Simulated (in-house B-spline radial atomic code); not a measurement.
Zn. Computed with a B-spline radial atomic code. Model: non-relativistic spherical atom: semilocal Troullier-Martins pseudo-atom, one channel per l, against all electrons, high spin, G0W0 and RPA with empty states to l = 8, local potential for every l without a channel, a model core (radius 0 = none) keeps its share of the functional.

What the tables leave out is listed at the end.

The pseudopotential gives back the lowest level of each angular momentum of its own functional in the configuration it was made in; a second state of the same l is only approximately right. Exact exchange, RPA and GW see the smooth pseudo-orbitals and miss the exchange with the core, for which the functional's share stands in. The column with an uncorrelated core keeps all orbitals and exact exchange, and so separates missing core correlation from pseudisation. Only the three outermost levels and the lowest empty one were computed. RPA here is direct RPA, with no exchange kernel, and its energies carry an (l + 1/2)⁻⁴ tail. A hybrid on a potential with a model core restores only its own semilocal share of the core's exchange.

Command:
```bash
python run_psgw.py task.json out
```
Settings (lengths in bohr, energies in hartree):
```
Z                      30
electrons              30
configuration          [Ar] 3d10 4s2
generated_in           [Ar] 3d10 4s2
functional             lda,vwn
core_shells            3
radius_factor          0.8
core_correction        True
ion_configuration      [Ar] 3d10 4s1
```

Cost of the run: 67 s on 1 thread of Arm Neoverse N1, on a shared host.

Given: made with LDA VWN5; model core radius 0.321 bohr; local radius 0.608 bohr; mean-field start LDA VWN5.

Valence shells of the generating configuration: 3s, 3p, 3d, 4s.

Channel: s 0.477, p 0.477, d 1.349 (radii in bohr).

Computed: largest level miss in the spin-unpolarised generating configuration 0.129 eV; valence RPA correlation energy all-electron orbitals -1.5202 hartree; all-electron RPA polarisability, core included 30.6 bohr³; pseudo-atom RPA polarisability 29.518 bohr³; ionisation by mean-field all-electron 9.6862 eV; ionisation by mean-field pseudo minus all 0.172 eV; ionisation by RPA pseudo minus all 0.145 eV.

```
level  occupied  mean-field all-electron (eV)  mean-field pseudo minus all (eV)  G0W0 all-electron (eV)  G0W0 uncorrelated core minus all (eV)  G0W0 pseudo minus all (eV)  exchange self-energy all-electron (eV)  exchange self-energy pseudo (eV)
   4s         1                       -6.0607                            -0.129                 -9.2662                                  0.004                      -0.167                                 -11.917                           -11.694
```

Q: What is the valence RPA correlation energy pseudo?

A: -1.4212 hartree.

Q: What is the ionisation by RPA all-electron?

A: 9.5475 eV.

Given: mean-field start PBE0.

Computed: valence RPA correlation energy pseudo -1.3458 hartree; pseudo-atom RPA polarisability 28.498 bohr³; ionisation by mean-field all-electron 9.0695 eV; ionisation by mean-field pseudo minus all 0.078 eV; ionisation by RPA all-electron 9.3734 eV; ionisation by RPA pseudo minus all 0.104 eV.

```tsv
level	occupied	mean-field all-electron (eV)	mean-field pseudo minus all (eV)	G0W0 all-electron (eV)	G0W0 uncorrelated core minus all (eV)	G0W0 pseudo minus all (eV)	exchange self-energy all-electron (eV)	exchange self-energy pseudo (eV)
4s	1	-6.5448	-0.067	-9.2353	0.004	-0.089	-11.482	-11.164
```

Q: What is the valence RPA correlation energy all-electron orbitals?

A: -1.4433 hartree.

Q: What is the all-electron RPA polarisability, core included?

A: 28.852 bohr³.

Among the listed levels the largest G0W0 shift of the pseudo-atom is -0.17 eV, for 4s on the LDA VWN5 start, while leaving the core uncorrelated moves that level by +0.00 eV. So pseudisation and the lost core exchange, not the missing core correlation, make the error. Not in the tables (levels of low weight, unsolved or above zero; the highest and the empty levels are kept at any weight): on LDA the G0W0 levels 3d (pseudo minus all -0.14 eV, weights 0.36 and 0.29), 3p (pseudo minus all -0.36 eV, weights -0.01 and 0.09), 4p (pseudo minus all -0.01 eV, weights 0.91 and 0.90); on PBE0 the G0W0 levels 3d (pseudo minus all -0.11 eV, weights 0.65 and 0.65), 3p (pseudo minus all -0.27 eV, weights 0.39 and 0.42), 4p (pseudo minus all -0.02 eV, weights 0.94 and 0.94); no Hartree-Fock pseudo-atom is run with a model core.
